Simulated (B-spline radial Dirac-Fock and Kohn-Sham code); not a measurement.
## Binding energies of Ni²⁺ at several levels of theory

System: nickel as Ni²⁺ in the configuration [Ar] 3d7 4p1 (not the ground configuration).

The density-functional columns are spherical, spin-unpolarised Dirac-Kohn-Sham results without Breit or QED terms: −ε is minus the orbital energy of the initial state and ΔSCF the difference of two total energies. The reference in the last column comes from Dirac-Fock energy differences between relaxed states, corrected for Breit and QED terms. All numbers are from a B-spline atomic structure program, in eV; a selection of levels is shown. The Kohn-Sham columns are given as differences from the reference. For the 1s level of heavy atoms much of the gap between ΔSCF and the reference is the Breit and QED part, -14.5 eV here; for other levels the error of the functional can be larger.

```
level  LDA −ε − DF  LDA ΔSCF − DF  Dirac-Fock
    K       -156.1          +13.9      8378.4
   L1        -51.2          -23.4      1060.4
   L2        -34.4           -0.9       919.6
   L3        -34.8           -1.9       902.5
   M1        -21.0          -10.1       160.2
   M2        -14.2           -3.6       115.5
   M3        -14.3           -3.7       113.3
 M4,5         -7.1           +2.6       43.78
 N2,3         -2.6           +1.3       20.43
```

Values without a named source are computed, but for edge energies of neutral atoms, which are taken from tables.
